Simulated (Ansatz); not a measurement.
Molecular dynamics of Cl2F4H2Mo

Input:

```yaml
crystal:
  periodic: [false, false, false]
  atoms:
    - { symbol: Mo, position_ang: [0.156138, 0.027232, 0.064378] }
    - { symbol: Cl, position_ang: [0.534595, -0.565533, 2.449181] }
    - { symbol: F, position_ang: [1.948736, -0.084642, -0.064317] }
    - { symbol: Cl, position_ang: [0.379393, 2.376355, -0.714437] }
    - { symbol: F, position_ang: [-1.499458, 0.534531, 0.558341] }
    - { symbol: F, position_ang: [-0.279613, -1.739476, 0.074735] }
    - { symbol: F, position_ang: [-0.080082, -0.160837, -1.729947] }
    - { symbol: H, position_ang: [0.57843, 1.627231, 0.881254] }
    - { symbol: H, position_ang: [0.614458, 0.97594, 1.582812] }
basis:
  gaussian: { orbitals: def2-SVP }
hamiltonian:
  xc: { name: BHLYP }
md:
  timestep: 0.5
  n_steps: 200
  ensemble: nve
  temperature: 300.0
  initial_velocities: maxwell_boltzmann
  seed: 10965
```

Run as:

```bash
$ ansatz run input.yaml --threads 4 --pin off --max-ram 5120MiB --backend cpu --events-out ev --progress --plain --runs-dir out
```

It starts at the highest image of a converged band. Of that band: The profile has 2 maxima (images 3, 6) with wells between them (image 5): this band takes more than one step, which may be the mechanism or a detour left from its start path. Neighbouring images differ by up to 1.9 eV, so the band resolves the path poorly. A vibrational analysis at the climbing image gives 2 clearly imaginary modes (410i, 240i cm⁻¹): a point of higher order. A lower path may pass nearby, or the ends, which weren't checked, may share the extra mode.

Output, in part (one step line in 7, the closing report, with atoms numbered from 0):

```
md step     0: t =     0.00 fs  T =   300.0 K  F+E_penalty+E_count = -37778.98418459 eV  E_kin = 0.271446 eV  conserved = -37778.71273859 eV  (39 SCF iters)
md step     7: t =     3.50 fs  T =   257.1 K  F+E_penalty+E_count = -37778.94530376 eV  E_kin = 0.232635 eV  conserved = -37778.71266845 eV  (45 SCF iters)
md step    14: t =     7.00 fs  T =   171.9 K  F+E_penalty+E_count = -37778.86809269 eV  E_kin = 0.155515 eV  conserved = -37778.71257773 eV  (45 SCF iters)
md step    21: t =    10.50 fs  T =   116.1 K  F+E_penalty+E_count = -37778.81761520 eV  E_kin = 0.105077 eV  conserved = -37778.71253773 eV  (44 SCF iters)
md step    28: t =    14.00 fs  T =   122.6 K  F+E_penalty+E_count = -37778.82348955 eV  E_kin = 0.110919 eV  conserved = -37778.71257031 eV  (46 SCF iters)
md step    35: t =    17.50 fs  T =   166.2 K  F+E_penalty+E_count = -37778.86300602 eV  E_kin = 0.150373 eV  conserved = -37778.71263278 eV  (45 SCF iters)
md step    42: t =    21.00 fs  T =   197.5 K  F+E_penalty+E_count = -37778.89140645 eV  E_kin = 0.178738 eV  conserved = -37778.71266893 eV  (44 SCF iters)
md step    49: t =    24.50 fs  T =   189.0 K  F+E_penalty+E_count = -37778.88363199 eV  E_kin = 0.170982 eV  conserved = -37778.71265015 eV  (46 SCF iters)
md step    56: t =    28.00 fs  T =   160.6 K  F+E_penalty+E_count = -37778.85784069 eV  E_kin = 0.145279 eV  conserved = -37778.71256156 eV  (45 SCF iters)
md step    63: t =    31.50 fs  T =   186.0 K  F+E_penalty+E_count = -37778.88080972 eV  E_kin = 0.168279 eV  conserved = -37778.71253048 eV  (45 SCF iters)
md step    70: t =    35.00 fs  T =   310.4 K  F+E_penalty+E_count = -37778.99330486 eV  E_kin = 0.280814 eV  conserved = -37778.71249116 eV  (46 SCF iters)
md step    77: t =    38.50 fs  T =   580.2 K  F+E_penalty+E_count = -37779.23784920 eV  E_kin = 0.525016 eV  conserved = -37778.71283344 eV  (48 SCF iters)
md step    84: t =    42.00 fs  T =   845.5 K  F+E_penalty+E_count = -37779.47760385 eV  E_kin = 0.765023 eV  conserved = -37778.71258126 eV  (50 SCF iters)
md step    91: t =    45.50 fs  T =  1161.6 K  F+E_penalty+E_count = -37779.76406542 eV  E_kin = 1.051005 eV  conserved = -37778.71306035 eV  (53 SCF iters)
md step    98: t =    49.00 fs  T =  1301.5 K  F+E_penalty+E_count = -37779.89051484 eV  E_kin = 1.177615 eV  conserved = -37778.71289979 eV  (53 SCF iters)
md step   105: t =    52.50 fs  T =  1390.2 K  F+E_penalty+E_count = -37779.97119819 eV  E_kin = 1.257921 eV  conserved = -37778.71327768 eV  (56 SCF iters)
md step   112: t =    56.00 fs  T =  1434.6 K  F+E_penalty+E_count = -37780.01068788 eV  E_kin = 1.298078 eV  conserved = -37778.71260985 eV  (59 SCF iters)
md step   119: t =    59.50 fs  T =  1621.5 K  F+E_penalty+E_count = -37780.18036327 eV  E_kin = 1.467157 eV  conserved = -37778.71320663 eV  (57 SCF iters)
md step   126: t =    63.00 fs  T =  1745.3 K  F+E_penalty+E_count = -37780.29246664 eV  E_kin = 1.579205 eV  conserved = -37778.71326206 eV  (59 SCF iters)
md step   133: t =    66.50 fs  T =  1726.6 K  F+E_penalty+E_count = -37780.27507864 eV  E_kin = 1.562278 eV  conserved = -37778.71280048 eV  (58 SCF iters)
md step   140: t =    70.00 fs  T =  1780.3 K  F+E_penalty+E_count = -37780.32418318 eV  E_kin = 1.610860 eV  conserved = -37778.71332301 eV  (57 SCF iters)
md step   147: t =    73.50 fs  T =  1661.0 K  F+E_penalty+E_count = -37780.21515813 eV  E_kin = 1.502880 eV  conserved = -37778.71227830 eV  (57 SCF iters)
md step   154: t =    77.00 fs  T =  1556.2 K  F+E_penalty+E_count = -37780.12094844 eV  E_kin = 1.408059 eV  conserved = -37778.71288972 eV  (58 SCF iters)
md step   161: t =    80.50 fs  T =  1521.0 K  F+E_penalty+E_count = -37780.08890183 eV  E_kin = 1.376187 eV  conserved = -37778.71271510 eV  (58 SCF iters)
md step   168: t =    84.00 fs  T =  1528.5 K  F+E_penalty+E_count = -37780.09532785 eV  E_kin = 1.383004 eV  conserved = -37778.71232335 eV  (58 SCF iters)
md step   175: t =    87.50 fs  T =  1640.6 K  F+E_penalty+E_count = -37780.19778157 eV  E_kin = 1.484455 eV  conserved = -37778.71332675 eV  (58 SCF iters)
md step   182: t =    91.00 fs  T =  1691.4 K  F+E_penalty+E_count = -37780.24302356 eV  E_kin = 1.530436 eV  conserved = -37778.71258780 eV  (71 SCF iters)
md step   189: t =    94.50 fs  T =  1775.1 K  F+E_penalty+E_count = -37780.31890889 eV  E_kin = 1.606139 eV  conserved = -37778.71276970 eV  (63 SCF iters)
md step   196: t =    98.00 fs  T =  1882.1 K  F+E_penalty+E_count = -37780.41647001 eV  E_kin = 1.702945 eV  conserved = -37778.71352499 eV  (78 SCF iters)
md step   200: t =   100.00 fs  T =  1894.1 K  F+E_penalty+E_count = -37780.42647480 eV  E_kin = 1.713802 eV  conserved = -37778.71267316 eV  (79 SCF iters)
Total energy: -37780.42670867 eV, -1388.4050730506 hartree
Atom 0 at     0.071868    -0.157140    -0.240168 Å, force    -2.548785     0.244875     2.197746 eV/Å
Atom 1 at     0.695968    -0.611687     3.219632 Å, force     0.269498    -0.707893    -0.025521 eV/Å
Atom 2 at     1.830576    -0.179893     0.095905 Å, force     1.240176    -0.031108    -0.292482 eV/Å
Atom 3 at     0.371573     2.876554    -0.779109 Å, force    -0.200002     1.840699     0.304520 eV/Å
Atom 4 at    -1.383009     0.657513     0.609313 Å, force     0.966263    -0.856518    -0.825633 eV/Å
Atom 5 at    -0.303732    -1.870722     0.387567 Å, force    -0.000650     0.305346    -0.142227 eV/Å
Atom 6 at     0.085513     0.046355    -2.055999 Å, force     0.241139     0.241164    -0.651688 eV/Å
Atom 7 at     0.045784     4.071527    -0.245523 Å, force     0.346827    -1.825742    -0.520025 eV/Å
Atom 8 at     1.134179    -1.840493     3.146270 Å, force    -0.314466     0.789177    -0.044691 eV/Å
Dipole moment:     0.132457     0.511395     0.189835 e Å
```

The run went to its last step. The conserved energy stayed within 0.11 meV per atom of its start (net change 0.0073 meV per atom), so the integration is sound. The kinetic energy rose, since the run started high on the potential surface and went downhill. It ends in pieces (ClF4HMo + ClH), so much of that is their flight and rotation, not heat. A run of 0.1 ps of so small a system gives no equilibrium averages. The orbitals stay closed-shell, which can raise the energy where a bond breaks towards radicals; this wasn't checked here.

Between its relaxed ends the band would form Cl2–H9, Cl4–H8 and break Mo1–Cl2, H8–H9. These pairs go: Cl2–H9 1.77 → 1.31 Å, Cl4–H8 1.77 → 1.35 Å, Mo1–Cl2 2.49 → 3.54 Å, H8–H9 0.96 → 6.90 Å. In the last frame they stand as after the step (other bonds may differ from the relaxed reactants and products). Also parted: Mo1–H8 1.85 → 4.23 Å, Mo1–H9 1.85 → 3.93 Å. It ends as ClF4HMo + ClH. Pairs count as bonded within 1.25 times the sum of covalent radii (0.12 Å more for H–H).

Last frame:

```xyz
9
Properties=species:S:1:pos:R:3
Mo 0.072 -0.157 -0.240
Cl 0.696 -0.612 3.220
F 1.831 -0.180 0.096
Cl 0.372 2.877 -0.779
F -1.383 0.657 0.609
F -0.304 -1.871 0.388
F 0.086 0.046 -2.056
H 0.046 4.072 -0.245
H 1.134 -1.841 3.146
```

The run took 13 min on 4 threads of Arm Neoverse V1, on a shared host, peak memory 0.4 GiB.
